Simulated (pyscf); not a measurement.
## Hydrogen shift: H₂N–SiH•–Cl → •HN–SiH₂–Cl

Gas phase, doublet surface, charge 0. Bonds broken: N1–H5. Bonds formed: Si2–H5. Optimised with ωB97X-D3(BJ)/def2-SVP in PySCF. Correlated levels are frozen-core, on RHF or UHF. ΔMP2 is the change of the MP2 total energy from the triple- to the quadruple-zeta basis.

Transition state (Å):

```xyz
6

N     -1.7641     0.8299     0.0721
Si    -0.3759    -0.1624    -0.1078
Cl    -0.4905    -2.0298    -0.9773
H     -2.6350     0.3077     0.2219
H     -1.0377     0.3182     1.2487
H      0.8213     0.5387    -0.6243
```

One imaginary mode, 1812i cm⁻¹; descent along it reached the two sides named.

```
bond    change  reactant side (Å)  saddle  product side
------  ------  -----------------  ------  ------------
N1–H5   breaks              1.014   1.474           2.6
Si2–H5   forms              2.411   1.584         1.484
```

Electronic energies relative to the reactant's lowest minimum found (kcal/mol):

```tsv
level	barrier	reaction energy	reverse barrier
ωB97X-D3(BJ)/def2-TZVP	51.9	+20.1	31.8
PBE/def2-TZVP	45.5	+24.1	21.4
r²SCAN/def2-TZVP	47.3	+21.1	26.2
B3LYP-D3(BJ)/def2-TZVP	49.9	+20.7	29.3
PBE0-D3(BJ)/def2-TZVP	49.8	+22.5	27.3
M06-2X/def2-TZVP	54.2	+23.6	30.6
ωB97M-D3(BJ)/def2-TZVP	50.9	+20.1	30.8
HF/def2-TZVP	59.2	+9.6	49.5
MP2/def2-QZVPP	57.0	+26.3	30.7
CCSD/def2-TZVPP	52.6	+19.4	33.2
CCSD(T)/def2-TZVPP	50.9	+20.5	30.4
CCSD(T)/def2-TZVPP + ΔMP2(QZVPP)	51.1	+21.3	29.8
```

With CCSD(T)/def2-TZVPP + ΔMP2(QZVPP) energies and thermal terms (ideal gas, 1 atm, RRHO with modes under 100 cm⁻¹ raised to 100, one conformer, R ln 2 for rigid chiral ones), in kcal/mol:

```csv
T (K),ΔH‡,ΔG‡,ΔH,ΔG
298,47.2,47.8,+18.7,+19.2
600,46.8,48.6,+18.8,+19.6
900,46.5,49.5,+19.0,+19.9
1200,46.3,50.6,+19.3,+20.2
```

One saddle was located; it need not be the lowest between these sides. The CCSD(T) − MP2 part came from Ansatz, without density fitting, on the same reference.
